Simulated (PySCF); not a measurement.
From one molecule to another.

First species: Lithium amide, H2LiN.
Z-matrix (Å and degrees, PBE0-D3(BJ)/def2-SVP geometry), rows numbered from 1:
```
Li
N   1  1.7132
H   2  1.0214  1  128.41
H   2  1.0212  1  128.44  3   178.97
```

Second species: [MnO4]- (charge -1 and singlet state).
SMILES: `[O]=[Mn-](=[O])(=[O])=[O]`

Levels: wB97X-D/def2-SVPD for HOMO energy, LUMO energy, HOMO–LUMO gap, static isotropic polarisability and electronic spatial extent ⟨r²⟩ about the centre of nuclear charge; TDDFT wB97X-D/def2-SVPD for lowest singlet excitation; TDA wB97X-D/def2-SVPD for lowest triplet excitation (Tamm–Dancoff). Geometries: PBE0-D3(BJ)/def2-SVP. All species are isolated and taken at one optimised geometry, non-relativistic unless stated. Electronic properties by PySCF.

Q: Which has the higher S1 energy?

A: The first: 2.88 eV against 2.49 eV, a difference of 0.39 eV.

Q: Which of the two has the higher HOMO–LUMO gap, and by how much?

A: The second: 8.26 eV against 6.70 eV, a difference of 1.56 eV.

Q: Which has the higher LUMO energy?

A: The second: 3.12 eV against 0.11 eV, a difference of 3.01 eV.

Q: Which of the two has the higher HOMO energy, and by how much?

A: The second: -5.14 eV against -6.59 eV, a difference of 1.45 eV.

Q: Which has the higher ⟨r²⟩?

A: The second: 383 bohr² against 51 bohr², a difference of 332 bohr².

Q: Which has the higher static isotropic polarisability?

A: The second: 53.6 au against 26.3 au, a difference of 27.3 au.

Q: Which of the two has the higher T1 energy, and by how much?

A: The first: 2.91 eV against 2.00 eV, a difference of 0.91 eV.

On the first: The polarisability is 3.90 Å³ as a volume (1 au = 0.148185 Å³), or 2.19 au for each of the 12 electrons. The principal polarisabilities are 19.2, 28.1 and 31.6 au; their mean is the isotropic value.

On the second: 6 of the 15 computed singlets lie in the visible range (750 to 380 nm, 1.65 to 3.26 eV), with an oscillator strength of 0.030 in sum. In wavenumbers S1 is 20100 cm⁻¹ (1 eV = 8065.54 cm⁻¹). The geometry's basis has no diffuse functions, a weakness for an anion.
